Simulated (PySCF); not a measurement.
**Electrostatic potential from atomic charges**

Species: `C=Cc1c(OC)c[p-]c1[SiH3]`, charge -1. Coordinates (GFN2-xTB, Å) and charges (e) from the PBE0/pcSseg-1 density (PySCF):

| atom | x | y | z | Mulliken | IAO | Hirshfeld | ESP-fitted |
| --- | --- | --- | --- | --- | --- | --- | --- |
| C1 | 1.064 | 2.214 | 1.248 | -0.1890 | -0.3993 | -0.1704 | -0.6742 |
| C2 | 0.105 | 1.363 | 0.873 | -0.0819 | -0.1272 | -0.0681 | +0.0866 |
| C3 | 0.193 | 0.176 | 0.071 | -0.1555 | -0.0908 | -0.0775 | -0.1971 |
| C4 | -0.981 | -0.581 | -0.180 | +0.2169 | +0.1329 | +0.0183 | +0.1322 |
| O5 | -2.203 | -0.156 | 0.357 | -0.5255 | -0.3606 | -0.1276 | -0.2740 |
| C6 | -3.299 | -0.966 | 0.083 | -0.0093 | -0.1881 | -0.0490 | -0.0445 |
| C7 | -0.780 | -1.696 | -0.953 | -0.4418 | -0.5127 | -0.2103 | -0.2254 |
| P8 | 0.896 | -1.869 | -1.421 | +0.2098 | +0.1173 | -0.1462 | -0.4549 |
| C9 | 1.317 | -0.403 | -0.548 | -0.6826 | -0.5577 | -0.2075 | -0.0235 |
| Si10 | 3.081 | 0.162 | -0.573 | +0.5135 | +0.5758 | +0.2280 | +0.3022 |
| H11 | 0.837 | 3.074 | 1.862 | +0.0677 | +0.1193 | +0.0122 | +0.1746 |
| H12 | 2.093 | 2.094 | 0.964 | +0.0992 | +0.1242 | +0.0144 | +0.2180 |
| H13 | -0.908 | 1.566 | 1.208 | +0.0612 | +0.1377 | +0.0180 | +0.0786 |
| H14 | -4.159 | -0.507 | 0.577 | +0.0922 | +0.1340 | +0.0328 | +0.0671 |
| H15 | -3.163 | -1.985 | 0.473 | +0.0820 | +0.1168 | +0.0265 | +0.0379 |
| H16 | -3.500 | -1.034 | -0.996 | +0.0816 | +0.1163 | +0.0264 | +0.0354 |
| H17 | -1.536 | -2.405 | -1.256 | +0.0590 | +0.1237 | +0.0055 | +0.1454 |
| H18 | 3.736 | 0.210 | 0.755 | -0.1348 | -0.1610 | -0.1099 | -0.1396 |
| H19 | 3.290 | 1.502 | -1.168 | -0.1333 | -0.1598 | -0.1094 | -0.1374 |
| H20 | 3.911 | -0.748 | -1.378 | -0.1293 | -0.1408 | -0.1064 | -0.1074 |

Points outside the species (Å): A (-4.5, -6.7, -1.6); B (-0.5, 5.3, -2.0); C (-3.6, 7.7, 5.4); D (-6.7, 3.1, -0.9); E (1.9, -6.5, -3.2).

Problem. Find the potential V = 14.3996 V·Å × Σ q/r of each set of charges at these points.

Solution. In volts:

| point | nearest atom | distance (Å) | Mulliken | IAO | Hirshfeld | ESP-fitted |
| --- | --- | --- | --- | --- | --- | --- |
| A | H17 | 5.23 | -1.725 | -1.695 | -1.739 | -1.678 |
| B | H11 | 4.65 | -2.485 | -2.512 | -2.368 | -2.375 |
| C | H11 | 7.32 | -1.405 | -1.394 | -1.360 | -1.329 |
| D | H14 | 4.65 | -1.899 | -1.818 | -1.755 | -1.704 |
| E | P8 | 5.06 | -1.962 | -1.999 | -2.095 | -2.248 |

Problem. How far are the other sets from the ESP-fitted one at these points?

Solution. Root-mean-square difference: Hirshfeld 0.079 V, IAO 0.141 V, Mulliken 0.168 V. The ESP scheme fits charges at the nuclei, held to the total charge, to the electrostatic potential on points at 1.4 to 2.0 times the van der Waals radii.

Problem. What energy would a point charge of +3 e have at B in the field of the ESP charges, leaving out polarisation?

Solution. -7.124 eV = -687.4 kJ/mol, an attraction. The total charge alone, placed at the mean of the coordinates, would give -7.597 eV.

The structure is a single GFN2-xTB conformer in the gas phase; no vibrational or solvent corrections. The pcSseg-1 basis has no diffuse functions, a weakness for an anion.

These values come from a run that also computed NMR shieldings. Cost: about 2.6 min of CPU time on one thread; the machine was shared, so the figure is rough.

Shape of the structure used: `[CH2:1]=[CH:2][c:3]1[c:4]([O:5][CH3:6])[cH:7][p-:8][c:9]1[SiH3:10]`: C1–C2–C3–C4 179°, C3–C4–O5–C6 -179°.
